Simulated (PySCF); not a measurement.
**Two-component Hartree-Fock for Zn (zinc, neutral)**

Start: [Ar] 3d9 4s2 5s1; 3d3/2 filled at m_j = -3/2, -1/2, +1/2, +3/2; 3d5/2 filled at m_j = -3/2, -1/2, +1/2, +3/2, +5/2; 5s1/2 filled at m_j = +1/2. Calculated with PySCF 2.14 in x2c-TZVPall-2c with one added diffuse shell each of s, p, d type (7s8p5d1f, 63 functions): generalised Hartree-Fock with the X2C-1e Hamiltonian and a Gaussian nucleus; one run each with spin-orbit coupling (SO) switched off, then screened by Boettger's factors. This is a chosen level, not necessarily the ground level.

```
spinor shell  electrons  ε, spin-free (eV)  ε, screened SO (eV)  weight of nominal j (screened SO)  rms radius, screened SO (bohr)
       1s1/2          2            -9743.6              -9743.4                              1.000                          0.0580
       2s1/2          2            -1248.2              -1248.1                              1.000                           0.244
       2p1/2          2            -1079.4              -1096.1                              0.999                           0.217
       2p3/2          4            -1079.4              -1071.2                              1.000                           0.220
       3s1/2          2            -171.44              -171.42                              1.000                           0.726
       3p1/2          2            -118.59              -122.06                              0.952                           0.761
       3d3/2          4            -34.275              -35.002                              0.830                           0.927
       3d5/2          5            -34.275              -33.703                              0.864                           0.939
       4s1/2          2            -14.466              -14.465                              1.000                            2.55
       5s1/2          1             -2.657               -2.657                              1.000                            7.68
```

Q: Where does 3p3/2 lie, and what is the 3p spin-orbit splitting (screened SO)?

A: At -116.87 eV, 5.185 eV above 3p1/2.

| quantity | spin-free | screened SO |
| --- | --- | --- |
| E (hartree) | -1793.78503 | -1793.84135 |
| M_J | 3 | 3 |
| ⟨J²⟩ | 12.005 | 12.005 |
| ⟨L²⟩ | 6.004 | 6.006 |
| ⟨S²⟩ | 2.001 | 2.003 |

Each row is a mean over spinors that exchange with the open shell spreads, by up to 7.987 eV (3p3/2).

Rows whose weight is well below 1 are mixtures of j = l ± 1/2: exchange outweighs spin-orbit coupling there, and the label is only the starting occupation.

Without spin-orbit coupling the j labels of p, d and f shells carry no meaning; the spin-free column gives the mean over the occupied spinors of each nl shell.
